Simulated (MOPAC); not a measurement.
MOPAC input (PM7):

```
PM7 1SCF CHARGE=-1 GEO-OK AUX(PRECISION=9) THREADS=1
CHO2

O     1.15230197 1   -0.04300574 1    0.03429933 1
C    -0.04514173 1    0.30991463 1    0.00244234 1
O    -1.09223509 1   -0.36937562 1   -0.03754919 1
H    -0.20968472 1    1.43956304 1    0.01134476 1
```

From the last part of the output:

```
                                                       MOPAC v23.2.5 Linux

          FINAL HEAT OF FORMATION =       -112.32443 KCAL/MOL =    -469.96541 KJ/MOL

          COSMO AREA              =         68.84 SQUARE ANGSTROMS
          COSMO VOLUME            =         49.99 CUBIC ANGSTROMS

          IONIZATION POTENTIAL    =          3.891548 EV
          HOMO LUMO ENERGIES (EV) =         -3.892  7.974
          NO. OF FILLED LEVELS    =          9
          MOLECULAR WEIGHT        =         45.0177         POINT GROUP:  C2v

          MOLECULAR DIMENSIONS (Angstroms)

            Atom       Atom       Distance
            O     3    O     1     2.26928
            H     4    O     1     1.66317
            O     1    C     2     0.00000

          SCF CALCULATIONS        =          1

   ATOM   CHEMICAL          X               Y               Z
  NUMBER   SYMBOL      (ANGSTROMS)     (ANGSTROMS)     (ANGSTROMS)

     1       O          1.15230197  *  -0.04300574  *   0.03429933  *
     2       C         -0.04514173  *   0.30991463  *   0.00244234  *
     3       O         -1.09223509  *  -0.36937562  *  -0.03754919  *
     4       H         -0.20968472  *   1.43956304  *   0.01134476  *

                             CARTESIAN COORDINATES

   1    O        1.152301970    -0.043005740     0.034299330
   2    C       -0.045141730     0.309914630     0.002442340
   3    O       -1.092235090    -0.369375620    -0.037549190
   4    H       -0.209684720     1.439563040     0.011344760

           Empirical Formula: C H O2  =     4 atoms

      MOLECULAR POINT GROUP   :   C2v

                  EIGENVALUES
 -23.07909 -22.03901 -14.27918  -9.67440  -8.34806  -8.16054  -4.66317  -4.64059
  -3.89155   7.97405  10.28011  11.53009  12.12107

              NET ATOMIC CHARGES AND DIPOLE CONTRIBUTIONS

  ATOM NO.   TYPE          CHARGE      No. of ELECS.   s-Pop       p-Pop
    1          O          -0.809282        6.8093     1.88697     4.92231
    2          C           0.622296        3.3777     1.09709     2.28061
    3          O          -0.809282        6.8093     1.88697     4.92231
    4          H          -0.003733        1.0037     1.00373
 DIPOLE           X         Y         Z       TOTAL
 POINT-CHG.    -0.343     2.352     0.019     2.376
 HYBRID         0.032    -0.221    -0.002     0.224
 SUM           -0.310     2.130     0.017     2.153

          ATOMIC ORBITAL ELECTRON POPULATIONS

     Atom    s        px        py        pz
    1  O   1.88697   1.35037   1.89995   1.67199
    2  C   1.09709   0.75748   0.86732   0.65581
    3  O   1.88697   1.46881   1.78171   1.67179
    4  H   1.00373

 **********************
 *                    *
 * JOB ENDED NORMALLY *
 *                    *
 **********************

 == MOPAC DONE ==
```

The dipole moment of an ion depends on the origin.
